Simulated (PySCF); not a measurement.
This PySCF input asks for the NMR shieldings of SMILES [SiH3]S[Si@H](CC)C(C)C, C5H16SSi2; the geometry comes from GFN2-xTB.

```python
import basis_set_exchange as bse
import numpy as np
from pyscf import gto, dft
from pyscf.prop import nmr

atoms = """
C     2.451642   -1.163185   -0.373852
C     1.635508    0.090187   -0.665868
Si    0.151477    0.305425    0.505918
S    -1.071254    1.961569   -0.167537
Si    0.316867    3.568764   -0.428424
C    -0.996166   -1.219869    0.563127
C    -2.170458   -0.976374    1.507628
C    -1.509499   -1.594367   -0.826387
H     1.849036   -2.055817   -0.522060
H     3.317726   -1.223998   -1.030694
H     2.804911   -1.160007    0.654439
H     1.294693    0.062584   -1.702646
H     2.282495    0.965332   -0.578759
H     0.625085    0.644119    1.855498
H    -0.537650    4.736512   -0.548257
H     1.187594    3.616487    0.740302
H     1.101510    3.333198   -1.635235
H    -0.420317   -2.066268    0.953092
H    -2.756191   -0.127958    1.162386
H    -1.820182   -0.762873    2.514823
H    -2.819394   -1.849994    1.546758
H    -2.062757   -0.762700   -1.257061
H    -2.177324   -2.452763   -0.764852
H    -0.689086   -1.848240   -1.494783
"""
names = dict.fromkeys(["C", "Si", "S", "H"], "pcSseg-1")
basis = {el: gto.basis.parse(bse.get_basis(n, elements=[el], fmt="nwchem")) for el, n in names.items()}
mol = gto.M(atom=atoms, basis=basis, charge=0, verbose=0)
mf = dft.RKS(mol, xc="PBE0")
mf.grids.level = 2
mf.grids.alignment = dft.numint.BLKSIZE   # the property module wants whole blocks of grid points
mf.conv_tol = 1e-9
mf.kernel()

calc = nmr.RKS(mf)   # GIAO
C = mf.mo_coeff
Co = C[:, mf.mo_occ > 0]
resp = mf.gen_response(singlet=True, hermi=2)
def vind(x):   # induced exchange potential for any number of trial vectors
    d = np.einsum("pi,xij,qj->xpq", C, 2 * x.reshape(-1, C.shape[1], Co.shape[1]), Co, optimize=True)
    return np.einsum("xpq,pi,qj->xij", resp(d - d.transpose(0, 2, 1)), C, Co, optimize=True).ravel()
mo1, _ = nmr.rhf.solve_mo1(calc, with_cphf=vind)
sigma = calc.kernel(mo1)
for i, s in enumerate(sigma):   # ppm
    print("%2d %-2s %9.2f" % (i, mol.atom_pure_symbol(i), np.trace(s) / 3))
```

Question: Give the expected output.

Answer: 
```
 0 C     177.79
 1 C     175.70
 2 Si    338.26
 3 S     837.61
 4 Si    409.32
 5 C     170.51
 6 C     167.09
 7 C     168.80
 8 H      30.80
 9 H      30.35
10 H      30.90
11 H      30.86
12 H      30.76
13 H      26.87
14 H      27.05
15 H      27.11
16 H      27.10
17 H      30.49
18 H      30.40
19 H      30.52
20 H      30.57
21 H      30.44
22 H      30.66
23 H      30.59
```

These numbers come from an equivalent density-fitted implementation of the same equations, which agrees with the script to about 0.01 ppm for H and up to a few tenths of a ppm for heavy atoms, so last digits may differ.

Question: Turn these shieldings into chemical shifts. Scale: ¹³C (σref 186.93), ²⁹Si (σref 349.16), ¹H (σref 31.72) vs TMS; ³³S (σref 503.73) vs CS2 (reference shieldings calculated alike).

Answer: Averaging equivalent atoms: C 6: 19.8; C 7: 18.1; C 5: 16.4; C 1: 11.2; C 0: 9.1; Si 2: 10.9; Si 4: -60.2; S 3: -334; H 13: 4.85; H 14/15/16: 4.63; H 17: 1.22; H 18/19/20: 1.22; H 21/22/23: 1.15; H 8/9/10: 1.03; H 12: 0.95; H 11: 0.85 ppm. 

Size and cost of the density-fitted run: 237 basis functions, 52 s wall time on 1 thread of an Arm Neoverse V2, shared host; peak memory 1.2 GiB.
